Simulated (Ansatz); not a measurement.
Reaction (formal exchange of groups at the Si–N bond): `FC1OCN1[SiH3]` + `FC[SiH2][SiH3]` → `FC[SiH]([SiH3])[SiH3]` + `FC1NCO1`

Gas-phase electronic energies from Ansatz, PBE0-D4/def2-TZVP geometries. CCSD(T)/CBS is the MP2 limit (def2-TZVPP, def2-QZVPP) plus CCSD(T) − MP2 in def2-TZVPP, frozen cores. Functionals use def2-TZVPP. B3LYP here is the variant with VWN-RPA as its local correlation; programs differ in this. One conformer a species, not always the lowest.

`FC1OCN1[SiH3]`:

Z-matrix (Å, degrees):
```
C
O 1 1.394
F 1 1.375 2 111.6
N 1 1.424 2 92.9 3 -117.3
H 1 1.095 2 114.5 3 119.6
C 2 1.432 1 89.4 3 113.4
Si 4 1.728 1 130.9 2 153.2
H 6 1.094 2 111.6 1 120.4
H 6 1.097 2 112.3 1 -114.7
H 7 1.482 4 106.7 1 46.6
H 7 1.488 4 113.9 1 -74.5
H 7 1.485 4 107.2 1 165.8
```

`FC[SiH2][SiH3]`:

Cartesian coordinates in Å:
```
F 1.273 -0.089 -1.865
C 1.054 0.959 -0.977
Si -0.571 0.687 -0.026
Si -0.576 -1.418 0.994
H 1.031 1.891 -1.550
H 1.905 1.008 -0.290
H -0.663 1.766 0.998
H -1.723 0.821 -0.958
H -1.785 -1.565 1.850
H -0.577 -2.497 -0.027
H 0.633 -1.564 1.850
```

`FC[SiH]([SiH3])[SiH3]`:

Cartesian coordinates in Å:
```
F 1.383 1.810 -0.818
C 1.818 0.556 -0.401
Si 0.330 -0.503 0.150
Si -1.143 -0.822 -1.640
Si -0.755 0.507 1.960
H 2.352 0.087 -1.234
H 2.530 0.698 0.419
H 0.884 -1.823 0.578
H -2.227 -1.757 -1.235
H -1.755 0.472 -2.040
H -0.427 -1.398 -2.811
H -1.370 1.793 1.540
H -1.827 -0.392 2.466
H 0.207 0.772 3.065
```

`FC1NCO1`:

Z-matrix (Å, degrees):
```
C
N 1 1.434
F 1 1.358 2 113.8
O 1 1.399 2 93.1 3 -115.3
H 1 1.097 2 118.2 3 125.2
C 2 1.462 1 86.5 3 121.8
H 2 1.010 1 115.7 3 -120.2
H 6 1.096 2 115.4 1 108.3
H 6 1.094 2 114.9 1 -121.5
```

(1) Is it downhill or uphill in electronic energy at CCSD(T)/CBS, and by how much? (Best estimate.)

(2) What do these levels give: r2SCAN-D4, B3LYP-D4, r2SCAN, PBE0, B3LYP, HF/def2-TZVPP, MP2/def2-TZVPP, CCSD/def2-TZVPP, CCSD(T)/def2-TZVPP, HF/CBS(def2), MP2/CBS(def2), CCSD/CBS(def2)? (Estimate.)

Largest T1 diagnostic among the species: 0.013.

Answers

(1) The calculation gave: Uphill: ΔE = +41.4 kJ/mol.

(2) The calculation gave: r2SCAN-D4 34.9, B3LYP-D4 42.3, r2SCAN 35.1, PBE0 27.6, B3LYP 43.0, HF/def2-TZVPP 58.7, MP2/def2-TZVPP 48.5, CCSD/def2-TZVPP 43.5, CCSD(T)/def2-TZVPP 41.2, HF/CBS(def2) 60.5, MP2/CBS(def2) 48.7, CCSD/CBS(def2) 43.7 kJ/mol.

From PBE to PBE0 (25 % exact exchange), in def2-TZVPP and without D4, ΔE moves by +4.6 kJ/mol. In def2-TZVPP, CCSD(T) changes the Hartree–Fock value by −17.5 kJ/mol (the triples alone add −2.4 kJ/mol) and MP2 by −10.2 kJ/mol.
